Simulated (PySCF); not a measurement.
# Polarisability and C₆ of Tc⁻ (technetium, charge -1)

[Kr] 4d6 5s2, high-spin 5D determinant. All numbers are calculated (PySCF 2.14, scalar relativity by spin-free X2C-1e, in x2c-TZVPPall with one added diffuse shell each of s, p, d, f type (9s7p7d3f1g, 95 functions)). Coupled (time-dependent) response in atomic units; α is the mean over directions.

```json
{"method": "CAM-B3LYP", "mean α (bohr³)": "340.7", "α xx, yy, zz": "338.2, 338.2, 345.6", "C₆ (like pair)": "5765", "S(−4)": "131100"}
```

S(−4) is the Cauchy moment in α(ω) = α(0) + S(−4) ω² + …

Spin-orbit coupling is absent.

α(iu) at CAM-B3LYP:

```csv
u (hartree),α(iu) (bohr³)
0,340.7
0.0500,198.6
0.100,111.4
0.200,51.67
0.300,31.43
0.500,16.58
0.750,9.837
1.00,6.713
1.50,3.833
2.00,2.514
3.00,1.325
5.00,0.5536
```

A single London oscillator, α(iu) = α/(1 + u²/ω²), gives C₆ = (3/4) ω α². Matching the computed C₆ needs ω = 4 × 5765 / (3 × 340.7²) = 0.0662 hartree.

For an ion, C₆ is the dispersion term alone; charge-induced terms of lower order in 1/R come first.

The components differ because the open shell of this determinant is not spherical; for a pure term their mean is the scalar polarisability.

The outer electron is barely bound at this level, so radii and moments hang on the diffuse functions.
